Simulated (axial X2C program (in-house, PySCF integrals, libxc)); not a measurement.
**Potential curves of NiB⁻, with spin–orbit coupling**

All values were computed with an in-house relativistic program for diatomic molecules. Two-component (2c) means X2C with spin–orbit coupling and atomic mean-field two-electron Coulomb and Gaunt terms. Basis: Ni dyall-acv3z [10s10p7d4f2g], B dyall-av3z [8s7p3d2f] (cores contracted in-house); Gaussian nuclei, density fitting, unrestricted open shells. Masses: Ni 57.935 u, B 11.009 u.

State: Ω = 0 (closed shell). Energies in cm⁻¹ from the lowest point of each curve. Fits are polynomials in 1 − R0/R over 0.85 to 1.23 times the lowest point R0.

```csv
R (Å),PBE0,LDA
1.4633,5797,6099
1.5306,2453,2614
1.5811,982,1069
1.6315,212,246
1.6820,0,0
1.7409,306,285
1.7997,1065,1038
1.8754,2521,2501
1.9679,4775,4779
```

Occupations by symmetry block were frozen at the best pattern of an incomplete PBE0 search. The closed shell is kept restricted, so the energy runs too high when the bond is stretched far. The highest occupied level of some functionals is positive through self-interaction error; at Hartree–Fock it is bound.

(1) What are Re and ωe at the PBE0 level?

(2) What are Re and ωe at the LDA level?

## Answers

(1) At PBE0, 2c: Re = 1.679 Å, ωe ≈ 801 cm⁻¹; Be follows as 0.646 cm⁻¹.

(2) At LDA, 2c: Re = 1.682 Å, ωe ≈ 808 cm⁻¹; Be follows as 0.644 cm⁻¹.
